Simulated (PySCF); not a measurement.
# Shapes and spin states of CrS₂

Level of theory: PBE0 in PySCF with Cr def2-SVP, S def2-SVP; no relativity; density-fitted integrals.

Relaxations began from a few typed shapes and spin states; open shells are unrestricted. The search is not exhaustive: other isomers or separated fragments can lie lower, and high-lying points may rest on an excited occupation.

| spin | group | bonds | angles | imaginary modes (cm⁻¹) | ΔE (kJ/mol) | ΔE with ZPE (kJ/mol) |
| --- | --- | --- | --- | --- | --- | --- |
| broken-symmetry Ms = 1 (⟨S²⟩ 2.91) | C2v | Cr–S 2.054 Å (×2) | S–Cr–S 121.2° | none | 0.0 | 0.0 |
| broken-symmetry Ms = 1 (⟨S²⟩ 2.71) | D∞h | Cr–S 2.084 Å (×2) | S–Cr–S 180.0° | 190i, 190i | 49.9 | – |
| broken-symmetry Ms = 0 (⟨S²⟩ 1.00) | C2v | Cr–S 1.979 Å (×2) | S–Cr–S 117.2° | none | 75.2 | 77.3 |
| broken-symmetry Ms = 1 (⟨S²⟩ 3.91) | C2v | Cr–S 2.368 Å (×2), S–S 1.989 Å | Cr–S–S 65.2° (×2), S–Cr–S 49.7° | none | 79.8 | 80.1 |
| singlet (closed shell, unstable to spin polarisation) | C2v | Cr–S 1.965 Å (×2) | S–Cr–S 111.9° | none | 145.0 | 147.5 |
| broken-symmetry Ms = 0 (⟨S²⟩ 1.00) | C2v | Cr–S 2.182 Å (×2), S–S 2.113 Å | Cr–S–S 61.0° (×2), S–Cr–S 57.9° | none | 191.3 | 192.6 |
| singlet (closed shell, unstable to spin polarisation) | C2v | Cr–S 2.156 Å (×2), S–S 2.113 Å | Cr–S–S 60.7° (×2), S–Cr–S 58.7° | none | 256.8 | 258.1 |

The lowest minimum found is the broken-symmetry Ms = 1 (⟨S²⟩ 2.91) C2v: Cr–S 2.054 Å (×2); S–Cr–S 121.2°.

For the lowest minimum: the determinant is spin-contaminated (⟨S²⟩ = 2.91, pure value 2.00). Open d and f shells are described by one determinant, and the ground state may have another occupation or spin.

The electron or spin density has lower symmetry than the nuclear frame for the broken-symmetry Ms = 0 (⟨S²⟩ 1.00) C2v at 75.2 kJ/mol, broken-symmetry Ms = 0 (⟨S²⟩ 1.00) C2v at 191.3 kJ/mol.
